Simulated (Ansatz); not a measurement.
C₄H₅O₂ (SMILES CC(=O)C=[C]O), doublet, geometry from GFN2-xTB. Base run: Ansatz (a quantum-chemistry and plane-wave program) with PBE/STO-3G.

Ansatz was given this input:
Ansatz 0.2 input:
```yaml
crystal:
  periodic: [false, false, false]
  atoms:
    - {symbol: C, position_ang: [1.36182315, 0.52551447, 0.45916404]}
    - {symbol: C, position_ang: [0.70063296, -0.10666471, -0.73272174]}
    - {symbol: O, position_ang: [1.27393566, -0.36182335, -1.76372116]}
    - {symbol: C, position_ang: [-0.74481166, -0.41494366, -0.57886742]}
    - {symbol: C, position_ang: [-1.50054092, -0.19828021, 0.47260859]}
    - {symbol: O, position_ang: [-1.29395766, 0.32130308, 1.67269156]}
    - {symbol: H, position_ang: [0.86364187, 1.46151697, 0.70098248]}
    - {symbol: H, position_ang: [2.41114571, 0.70874474, 0.24322265]}
    - {symbol: H, position_ang: [1.26937993, -0.13152612, 1.32085618]}
    - {symbol: H, position_ang: [-1.18166247, -0.86775905, -1.45663885]}
    - {symbol: H, position_ang: [-2.10495020, 0.31943035, 2.19871356]}
basis:
  gaussian:
    orbitals: STO-3G
hamiltonian:
  xc: pbe
magnetization: {spin_polarized: true, initial_magnetization: 1}
```

Variants of this job, named by their change:

```csv
change,basis functions,E (Eh)
base,35,-301.41073
basis = pcseg-0,64,-304.59516
basis = 6-31G*,100,-305.41673
basis = cc-pVDZ,109,___
basis = pc-1,109,___
basis = 6-31+G*,124,-305.43558
basis = def2-SVPD,166,-305.22655
basis = aug-cc-pVDZ,183,___
basis = aug-pcseg-1,183,-305.39316
"basis = 6-311+G(2d,p)",___,___
basis = cc-pVTZ,250,-305.53950
basis = pcseg-2,250,-305.55318
basis = def2-TZVPP,256,-305.55303
```

Some entries are withheld; supply them.


- basis = cc-pVDZ, E (Eh): -305.44303
- basis = pc-1, E (Eh): -305.37809
- basis = aug-cc-pVDZ, E (Eh): -305.47137
- basis = 6-311+G(2d,p), basis functions: 192
- basis = 6-311+G(2d,p), E (Eh): -305.52496

Totals compare only among sets that treat the same electrons; sets with core potentials leave the core out.
